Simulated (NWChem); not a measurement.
System: GaH₃; SMILES [GaH3]

Here is an NWChem input.

```
start job
memory heap 200 mb stack 900 mb global 1100 mb
geometry units angstroms noautosym nocenter noautoz
  Ga     0.000000     0.000000     0.000000
  H      1.117639     1.117639     0.000000
  H      0.409084    -1.526724     0.000000
  H     -1.526724     0.409084     0.000000
end
basis spherical
  * library def2-svp
end
dft
  xc xpbe96 cpbe96
  iterations 150
end
tddft
  cis
  nroots 6
  notriplet
end
task tddft energy
```

Coordinates come from a PBE-D3(BJ)/def2-SVP optimisation.

Vertical excitations in the gas phase.

**Question.** What results follow from this input? (PBE/def2-SVP, TDA.) Quantities: basis functions; lowest excitation, singlet (eV); oscillator strength of that lowest state; lowest state with f > 0.02, singlet (eV); oscillator strength of that bright state; orbital gap (eV).

**Answer.** 
```
Property                                  Result
----------------------------------------  ------
number of basis functions                     47
lowest excitation, singlet (eV)             4.83
oscillator strength of that lowest state   0.000
lowest state with f > 0.02, singlet (eV)    8.54
oscillator strength of that bright state   0.025
orbital gap (eV)                            4.66
```
